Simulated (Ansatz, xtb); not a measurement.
# A geometry optimisation of GeH2P2− with r2SCAN-D4/def2-SVPD

The starting geometry of this gas-phase doublet has its atoms placed at random.

```xyz
5

Ge   -0.0538    0.7593   -0.3860
P    -0.9811   -0.2262    1.2954
P     0.9958   -0.9374    1.1009
H     0.3879   -1.5812   -0.3747
H    -1.1780   -1.5001    0.7808
```

**Question.** One run relaxed it with r2SCAN-D4/def2-SVPD. What is a likely outcome?

**Answer.** It ends as a structure given below by its coordinates. Distances that change by over a tenth: Ge1–P2 (2.16 → 2.42 Å), P3–H4 (1.72 → 1.44 Å).

The energy falls by 1.72 eV over 8 steps:

```json
{"step": "1", "E − E(last) (eV)": "1.720"}
{"step": "2", "E − E(last) (eV)": "0.489"}
{"step": "3", "E − E(last) (eV)": "0.140"}
{"step": "4", "E − E(last) (eV)": "0.011"}
{"step": "5", "E − E(last) (eV)": "0.006"}
{"step": "6", "E − E(last) (eV)": "0.000"}
{"step": "7", "E − E(last) (eV)": "0.000"}
{"step": "8", "E − E(last) (eV)": "0.000"}
```

Final geometry (Å):

| atom | x (Å) | y (Å) | z (Å) |
| --- | --- | --- | --- |
| Ge | -0.1175 | 0.9444 | -0.3724 |
| P | -0.9670 | -0.3608 | 1.4788 |
| P | 1.1232 | -0.8067 | 0.7433 |
| H | 0.7833 | -1.8899 | -0.1457 |
| H | -1.6511 | -1.3726 | 0.7124 |

From the same start GFN2-xTB reaches the same bonding as this run.

From so rough a start the end depends on the optimiser's path, so another program may land elsewhere. No frequencies were run, so the end isn't proven a minimum. Open shells are spin-unrestricted. Run with Ansatz 0.2.0, 45 s on 2 threads of Intel(R) Xeon(R) 6975P-C (Granite Rapids), with other jobs on the host.
